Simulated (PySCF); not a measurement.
C₄H₁₁InO (SMILES CC[O][In]([CH3])[CH3]), singlet, geometry from GFN2-xTB (such geometries of metal compounds can be far from the true shape) (all electrons, no relativity); CASSCF(8,6)/STO-3G (PySCF).

PySCF was given this input:
```python
from pyscf import gto, scf, mcscf
import numpy

mol = gto.Mole()
mol.atom = '''
    In   -0.03661707    0.61358463   -0.09050781
    C     1.21198687    1.89503136   -1.42511511
    H     2.14085359    1.35137386   -1.57424848
    H     1.40156535    2.85452629   -0.95037441
    H     0.70689334    2.04945644   -2.37543439
    C    -1.93518543    0.69418553    1.12437587
    H    -1.85291796   -0.04134778    1.92217631
    H    -2.78529089    0.45706696    0.48838883
    H    -2.06094078    1.68824053    1.54337530
    O     1.03997641   -1.06470058    0.12461775
    C     0.65862716   -2.26992761    0.70960900
    C    -0.52864798   -2.92110517    0.00297888
    H     1.52421474   -2.94698124    0.65470031
    H     0.41228104   -2.13434899    1.77532603
    H    -0.28882304   -3.07426931   -1.04730328
    H    -0.76571730   -3.87906139    0.46073654
    H    -1.39837631   -2.26180203    0.06950569
'''
mol.basis = 'sto-3g'
mol.verbose = 4
mol.build()

mf = scf.RHF(mol)
mf.kernel()
mc = mcscf.CASSCF(mf, 6, 8)
mc.fix_spin_(ss=0.0)
mc.kernel()
occ = numpy.linalg.eigvalsh(mc.fcisolver.make_rdm1(mc.ci, mc.ncas, mc.nelecas))[::-1]
ss = mc.fcisolver.spin_square(mc.ci, mc.ncas, mc.nelecas)[0]
print('natural occupations', occ.round(4), ' <S^2>', round(ss, 4))
```

The log (banner, timings and long lists left out):

```
PySCF version 2.14.0

[INPUT] verbose = 4
[INPUT] num. atoms = 17
[INPUT] num. electrons = 92
[INPUT] charge = 0
[INPUT] spin (= nelec alpha-beta = 2S) = 0
[INPUT] symmetry False subgroup None
[INPUT] Mole.unit = angstrom
[INPUT] Symbol           X                Y                Z      unit          X                Y                Z       unit  Magmom
[...]
nuclear repulsion = 586.222839681514
number of shells = 37
number of NR pGTOs = 189
number of NR cGTOs = 63
basis = sto-3g
ecp = {}

******** <class 'pyscf.scf.hf.RHF'> ********
method = RHF
initial guess = minao
damping factor = 0
level_shift factor = 0
DIIS = <class 'pyscf.scf.diis.CDIIS'>
diis_start_cycle = 1
diis_space = 8
diis_damp = 0
SCF conv_tol = 1e-09
SCF conv_tol_grad = None
SCF max_cycles = 50
direct_scf = True
direct_scf_tol = 1e-13
Set gradient conv threshold to 3.16228e-05
Initial guess from minao.
init E= -5897.55901180226
[...]
cycle= 1 E= -5912.55186237481  delta_E=  -15  |g|= 0.702  |ddm|= 4.66
[...]
cycle= 2 E= -5912.74692144761  delta_E= -0.195  |g|= 0.283  |ddm|= 1.45
[...]
cycle= 3 E= -5912.77524598461  delta_E= -0.0283  |g|= 0.0665  |ddm|= 0.483
[...]
cycle= 4 E= -5912.77737913165  delta_E= -0.00213  |g|= 0.0113  |ddm|= 0.124
[...]
cycle= 5 E= -5912.77748531998  delta_E= -0.000106  |g|= 0.00275  |ddm|= 0.0335
[...]
cycle= 6 E= -5912.77749280813  delta_E= -7.49e-06  |g|= 0.000947  |ddm|= 0.00842
[...]
cycle= 7 E= -5912.77749392826  delta_E= -1.12e-06  |g|= 0.000254  |ddm|= 0.00385
[...]
cycle= 8 E= -5912.7774940174  delta_E= -8.91e-08  |g|= 8.38e-05  |ddm|= 0.0011
[...]
cycle= 9 E= -5912.77749402667  delta_E= -9.27e-09  |g|= 2.24e-05  |ddm|= 0.000402
[...]
cycle= 10 E= -5912.77749402706  delta_E= -3.87e-10  |g|= 5.39e-06  |ddm|= 8.6e-05
[...]
Extra cycle  E= -5912.7774940271  delta_E= -4.09e-11  |g|= 2.21e-06  |ddm|= 1.19e-05
converged SCF energy = -5912.7774940271

******** <class 'pyscf.mcscf.mc1step.CASSCF'> ********
CAS (4e+4e, 6o), ncore = 42, nvir = 15
max_cycle_macro = 50
max_cycle_micro = 4
conv_tol = 1e-07
conv_tol_grad = None
orbital rotation max_stepsize = 0.02
orbital rotation threshold for CI restart = 0.01
augmented hessian ah_max_cycle = 30
augmented hessian ah_conv_tol = 1e-12
augmented hessian ah_linear dependence = 1e-14
augmented hessian ah_level shift = 1e-08
augmented hessian ah_start_tol = 2.5
augmented hessian ah_start_cycle = 3
augmented hessian ah_grad_trust_region = 3
kf_trust_region = 3
kf_interval = 4
ci_response_space = 4
ci_grad_trust_region = 3
with_dep4 0
natorb = False
canonicalization = True
sorting_mo_energy = False
ao2mo_level = 2
internal_rotation = False
******** <class 'pyscf.fci.addons.SpinPenaltyFCISolver'> ********
max. cycles = 50
conv_tol = 1e-08
davidson only = True
linear dependence = 1e-12
level shift = 0.001
max iter space = 12
nroots = 1
pspace_size = 400
spin = None
CASCI E = -5912.78792645211  S^2 = 0.0000000
Set conv_tol_grad to 0.000316228
macro iter   1 ( 21 JK    4 micro), CASSCF E = -5912.79474758486  dE = -6.82113275e-03  S^2 = 0.0000000
               |grad[o]|=0.0191  |grad[c]|=0.054  |ddm|=0.0391  |maxRot[o]|=0.274
macro iter   2 ( 21 JK    4 micro), CASSCF E = -5912.79778255731  dE = -3.03497246e-03  S^2 = 0.0000000
               |grad[o]|=0.0174  |grad[c]|=0.0323  |ddm|=0.0597  |maxRot[o]|=0.239
macro iter   3 ( 17 JK    4 micro), CASSCF E = -5912.79867512263  dE = -8.92565316e-04  S^2 = 0.0000000
               |grad[o]|=0.0126  |grad[c]|=0.0108  |ddm|=0.0265  |maxRot[o]|=0.145
macro iter   4 ( 17 JK    4 micro), CASSCF E = -5912.79902188913  dE = -3.46766506e-04  S^2 = 0.0000000
               |grad[o]|=0.0111  |grad[c]|=0.0122  |ddm|=0.017  |maxRot[o]|=0.127
macro iter   5 ( 17 JK    4 micro), CASSCF E = -5912.79918123914  dE = -1.59350013e-04  S^2 = 0.0000000
               |grad[o]|=0.011  |grad[c]|=0.0225  |ddm|=0.0294  |maxRot[o]|=0.118
macro iter   6 ( 17 JK    4 micro), CASSCF E = -5912.79930107046  dE = -1.19831317e-04  S^2 = 0.0000000
[...]
               |grad[o]|=0.00113  |grad[c]|=0.00883  |ddm|=0.00233  |maxRot[o]|=0.0696
macro iter  33 (  7 JK    2 micro), CASSCF E = -5912.80607068624  dE = -6.01298198e-05  S^2 = 0.0000000
               |grad[o]|=0.00129  |grad[c]|=0.0112  |ddm|=0.00163  |maxRot[o]|=0.0696
macro iter  34 (  7 JK    2 micro), CASSCF E = -5912.80609965083  dE = -2.89645905e-05  S^2 = 0.0000000
               |grad[o]|=0.000858  |grad[c]|=0.00895  |ddm|=0.00171  |maxRot[o]|=0.0641
macro iter  35 ( 17 JK    4 micro), CASSCF E = -5912.80605406039  dE =  4.55904410e-05  S^2 = 0.0000000
               |grad[o]|=0.00133  |grad[c]|=0.00961  |ddm|=0.0133  |maxRot[o]|=0.106
macro iter  36 (  7 JK    2 micro), CASSCF E = -5912.80606700668  dE = -1.29462906e-05  S^2 = 0.0000000
               |grad[o]|=0.00101  |grad[c]|=0.000171  |ddm|=0.000579  |maxRot[o]|=0.021
macro iter  37 (  7 JK    2 micro), CASSCF E = -5912.80608633011  dE = -1.93234273e-05  S^2 = 0.0000000
               |grad[o]|=0.000765  |grad[c]|=0.000324  |ddm|=0.00178  |maxRot[o]|=0.0383
macro iter  38 (  7 JK    2 micro), CASSCF E = -5912.80610321212  dE = -1.68820188e-05  S^2 = 0.0000000
               |grad[o]|=0.000453  |grad[c]|=0.00115  |ddm|=0.00293  |maxRot[o]|=0.0517
macro iter  39 (  7 JK    2 micro), CASSCF E = -5912.80611031887  dE = -7.10674340e-06  S^2 = 0.0000000
               |grad[o]|=0.000327  |grad[c]|=0.0016  |ddm|=0.00158  |maxRot[o]|=0.0421
macro iter  40 ( 12 JK    3 micro), CASSCF E = -5912.80610174450  dE =  8.57437317e-06  S^2 = 0.0000000
               |grad[o]|=0.000206  |grad[c]|=0.00202  |ddm|=0.00122  |maxRot[o]|=0.0442
macro iter  41 ( 21 JK    4 micro), CASSCF E = -5912.80610327482  dE = -1.53032306e-06  S^2 = 0.0000000
               |grad[o]|=0.000917  |grad[c]|=0.000775  |ddm|=0.000159  |maxRot[o]|=0.0059
macro iter  42 (  7 JK    2 micro), CASSCF E = -5912.80610906041  dE = -5.78558775e-06  S^2 = 0.0000000
               |grad[o]|=0.000232  |grad[c]|=0.00086  |ddm|=0.000433  |maxRot[o]|=0.0369
macro iter  43 (  7 JK    2 micro), CASSCF E = -5912.80611158434  dE = -2.52393511e-06  S^2 = 0.0000000
               |grad[o]|=0.000392  |grad[c]|=0.000686  |ddm|=0.000381  |maxRot[o]|=0.0263
macro iter  44 ( 12 JK    3 micro), CASSCF E = -5912.80610357081  dE =  8.01353417e-06  S^2 = 0.0000000
               |grad[o]|=0.000286  |grad[c]|=0.00372  |ddm|=0.00197  |maxRot[o]|=0.0523
macro iter  45 ( 17 JK    4 micro), CASSCF E = -5912.80610799136  dE = -4.42054807e-06  S^2 = 0.0000000
               |grad[o]|=0.00076  |grad[c]|=0.00104  |ddm|=0.000346  |maxRot[o]|=0.0179
macro iter  46 (  7 JK    2 micro), CASSCF E = -5912.80611141117  dE = -3.41981013e-06  S^2 = 0.0000000
               |grad[o]|=0.000195  |grad[c]|=0.00113  |ddm|=0.000872  |maxRot[o]|=0.0323
macro iter  47 ( 12 JK    3 micro), CASSCF E = -5912.80610710250  dE =  4.30866203e-06  S^2 = 0.0000000
               |grad[o]|=0.000262  |grad[c]|=0.000908  |ddm|=0.00106  |maxRot[o]|=0.0362
macro iter  48 (  7 JK    2 micro), CASSCF E = -5912.80610943119  dE = -2.32868297e-06  S^2 = 0.0000000
               |grad[o]|=0.000173  |grad[c]|=0.000113  |ddm|=0.00019  |maxRot[o]|=0.0149
macro iter  49 (  7 JK    2 micro), CASSCF E = -5912.80611189553  dE = -2.46434502e-06  S^2 = 0.0000000
               |grad[o]|=0.000114  |grad[c]|=0.000399  |ddm|=0.000615  |maxRot[o]|=0.0285
macro iter  50 (  6 JK    1 micro), CASSCF E = -5912.80611224555  dE = -3.50022674e-07  S^2 = 0.0000000
               |grad[o]|=9.62e-05  |grad[c]|=0.000357  |ddm|=5.82e-05  |maxRot[o]|=0.00963
1-step CASSCF not converged,  50 macro (499 JK 127 micro) steps
CASSCF canonicalization
Density matrix diagonal elements [1.98364    1.99114563 1.99016352 1.9730652  0.02391822 0.03806743]
CASSCF energy = -5912.80611224555
CASCI E = -5912.80611224555  E(CI) = -11.9843951323319  S^2 = 0.0000000
natural occupations [1.9994 1.9988 1.9797 1.9655 0.0382 0.0184]  <S^2> 0.0
```

Convergence was not reached.
